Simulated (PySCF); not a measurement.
From one molecule to another.

First species: C₆H₁₁NSi.
SMILES with atom numbers: `[CH2:1]=[CH:2][Si@@H:3]([N:4]=[CH2:5])[CH:6]1[CH2:7][CH2:8]1` (hydrogens: H9, H10 on C1; H11 on C2; H12 on Si3; H13, H14 on C5; H15 on C6; H16, H17 on C7; H18, H19 on C8)

Cartesian coordinates in Å at the GFN2-xTB level; atoms count from 1:
```
atom  x, y, z in Å
C1    -2.1948   -1.9256    0.7267
C2    -1.0632   -1.9716    0.0433
Si3   -0.2030   -0.4934   -0.7436
N4    -1.0837    0.8875   -0.1977
C5    -1.6809    1.8213   -0.7663
C6     1.5322   -0.2645   -0.0414
C7     2.2502    1.0464   -0.1951
C8     1.7742    0.6163    1.1516
H9    -2.6530   -2.8033    1.1586
H10   -2.7126   -0.9945    0.8887
H11   -0.5800   -2.9315   -0.0921
H12   -0.1048   -0.6940   -2.2037
H13   -1.7743    1.9402   -1.8500
H14   -2.1573    2.5932   -0.1649
H15    2.1634   -1.1436   -0.1006
H16    1.7306    1.8590   -0.6814
H17    3.3117    1.0328   -0.3968
H18    0.9276    1.1324    1.5773
H19    2.5079    0.3021    1.8800
```

Second species: C₆H₁₁NSi.
Structure used (GFN2-xTB), in Å, numbered top down from 1:
```xyz
19
C6H11NSi angstrom
C     -2.487   -1.204   -0.283
C     -1.900   -0.023   -0.299
C     -1.101    0.535    0.839
N      0.303    0.666    0.476
Si     0.909    2.078   -0.334
C      1.012   -0.480    0.540
C      1.142   -1.742    0.841
C      2.367   -1.052    0.298
H     -2.452   -1.839    0.587
H     -3.028   -1.586   -1.132
H     -1.931    0.600   -1.183
H     -1.179   -0.122    1.711
H     -1.473    1.529    1.106
H      0.499    2.140   -1.744
H      0.314    3.202    0.393
H      2.359    2.014   -0.220
H      0.755   -2.667    1.185
H      3.187   -0.796    0.964
H      2.695   -1.245   -0.722
```

Levels: PBE0/pcSseg-1 for dipole moment, HOMO energy, LUMO energy and HOMO–LUMO gap; GFN2-xTB for rotational constant A and rotational constant C. Geometries: GFN2-xTB. Each structure is a single optimised conformer of the isolated species, non-relativistic unless stated. Electronic properties by PySCF.

The conformers computed, where there is a choice (atom-mapped SMILES and torsion angles):
- `[CH2:1]=[CH:2][Si@@H:3]([N:4]=[CH2:5])[CH:6]1[CH2:7][CH2:8]1`: C1–C2–Si3–N4 7°, C2–Si3–N4–C5 -123°, C2–Si3–C6–C7 -162°
- `[CH2:1]=[CH:2][CH2:3][N:4]([SiH3:5])[C:6]1=[CH:7][CH2:8]1`: C1–C2–C3–N4 114°, C2–C3–N4–Si5 86°, C3–N4–C6–C7 -7°

Q: Which of the two has the higher HOMO energy, and by how much?

A: The second: -5.79 eV against -6.94 eV, a difference of 1.15 eV.

Q: Which of the two has the higher HOMO–LUMO gap, and by how much?

A: The first: 6.10 eV against 5.79 eV, a difference of 0.31 eV.

Q: Which of the two has the higher dipole moment, and by how much?

A: The second: 1.50 D against 0.97 D, a difference of 0.53 D.

Q: Which of the two has the higher LUMO energy, and by how much?

A: The second: 0.00 eV against -0.84 eV, a difference of 0.84 eV.

Q: Which of the two has the higher rotational constant A, and by how much?

A: The first: 2.251 GHz against 1.924 GHz, a difference of 0.327 GHz.

Q: Which has the higher rotational constant C?

A: The first: 0.990 GHz against 0.936 GHz, a difference of 0.054 GHz.

On the first: The dipole matches unit charges of opposite sign 0.20 Å apart (1 e·Å = 4.8032 D).

On the second: A dipole of 1.50 D is allowed in C1, and pure rotational transitions are dipole-allowed. The dipole equals about 5.0 × 10⁻³⁰ C·m (1 D = 3.33564 × 10⁻³⁰ C·m).
